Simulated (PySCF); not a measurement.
# What a mistake does to a calculation on AlBClH3O

Calculated results; nothing here was measured. They come from PySCF 2.14.0, an open-source quantum chemistry program, on an isolated molecule that a program drew, which may never have been made. The molecule is AlBClH3O (charge 0, singlet), drawn as the SMILES string `[OH][AlH][BH]Cl`.

Each row is a Hartree-Fock (HF) and frozen-core CCSD(T) single point in the cc-pV(D+d)Z basis, meant for a local HF minimum. Run 1 is clean. Each other run has one planted mistake out of seven kinds, and not every kind appears here: one electron removed, one electron added, multiplicity raised by two, geometry at a saddle point, minimal basis STO-3G, one bond length entered in bohr, all coordinates scaled. The reference is restricted for singlets and unrestricted otherwise, and also for a bond in bohr. Adding or removing an electron swaps singlet and doublet. Electrons count all cores. HOMO and LUMO are orbital energies over both spins, the gradient is its largest component, and the lowest frequency (negative if imaginary) is given only where the gradient is small. Bond lengths are over the 6 bonds as drawn. T1 is the CCSD diagnostic: over 0.02 (restricted) or 0.045 (unrestricted) a single reference is doubtful.

Geometry of the clean run:
```xyz
7
AlBClH3O, angstrom
O    -0.6825    2.5644   -0.1429
Al   -0.4258    1.1410   -1.0216
B    -0.8995   -0.6966   -0.0149
Cl    0.4358   -1.6977    0.6084
H    -0.5098    3.4568   -0.3926
H     0.1491    1.2256   -2.4937
H    -1.9828   -1.1640    0.1903
```

```
run,electrons,basis functions,<S^2>,HOMO (eV),LUMO (eV),gradient (hartree/bohr),lowest frequency (cm^-1),mean bond (Å),longest bond (Å),T1,HF (hartree),CCSD(T) (hartree),mistake
1,46,89,0.000,-10.16,1.35,1.5e-05,37,1.5575,2.148,0.0154,-802.79246,-803.31244,no fault
2,47,89,0.762,-0.36,6.49,4.8e-02,-,1.5575,2.148,0.0178,-802.77038,-803.30521,one electron added
3,46,31,0.000,-8.02,6.21,7.8e-02,-,1.5575,2.148,0.0178,-793.59505,-793.73249,minimal basis STO-3G
4,46,89,0.000,-10.23,1.22,2.5e-02,-,1.5964,2.202,0.0161,-802.78867,-803.31067,?
```

**Which mistake was planted in run 4, and what did it cost?**

The mean and the longest bond both change by the same factor, 1.025, and the gradient is no longer small. So the mistake is: all coordinates scaled. Subtracting run 1 and multiplying by 627.51 kcal/mol a hartree, the energy moved by 2.4 kcal/mol in HF and 1.1 kcal/mol in CCSD(T).

Cautions from the logs. Run 2: the added electron raises the CCSD(T) energy, so it isn't bound in this basis.
